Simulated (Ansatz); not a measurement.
Two isomers of BH7NPSi: A = `BP(N)[SiH3]`, B = `NPB[SiH3]`.

Program: Ansatz. Geometries: PBE0-D4/def2-TZVP. ΔE: electronic, gas phase. CBS: MP2 limit from def2 TZ/QZ plus the TZ coupled-cluster correction, frozen cores. DFT in def2-TZVPP. One conformer a species, not always the lowest.

(1) Which is lower in electronic energy at CCSD(T)/CBS, and by how much? (Estimate.)

(2) Give E(B) − E(A) in kcal/mol with MP2/def2-TZVPP, B2PLYP, ωB97M-V, CCSD/def2-TZVPP, BLYP-D4, CCSD(T)/def2-TZVPP, CCSD(T)/def2-SVP. (An estimate is asked.)

(3) Does the order hold for the free energy at 298.15 K (harmonic terms from PBE0-D4)? (Best estimate.)

Largest T1 diagnostic: 0.017.

Results:

(1) Computed: A, by 7.1 kcal/mol.

(2) Computed: MP2/def2-TZVPP 7.8, B2PLYP 7.3, ωB97M-V 7.5, CCSD/def2-TZVPP 6.9, BLYP-D4 7.6, CCSD(T)/def2-TZVPP 6.7, CCSD(T)/def2-SVP 5.7. None reverses the order clearly.

(3) Computed: Yes: G(B) − G(A) = +6.8 kcal/mol, for one conformer each.

In def2-TZVPP, CCSD(T) changes the Hartree–Fock value by −2.2 kcal/mol (the triples alone add −0.2 kcal/mol) and MP2 by −1.1 kcal/mol. Leaving LDA and LC-ωPBE aside and taking each functional with its dispersion term where it has one, the values, not all of them listed here, spread over 1.5 kcal/mol, from PBE-D4 to BHLYP-D4. LDA lies −1.4 kcal/mol from PBE without D4.
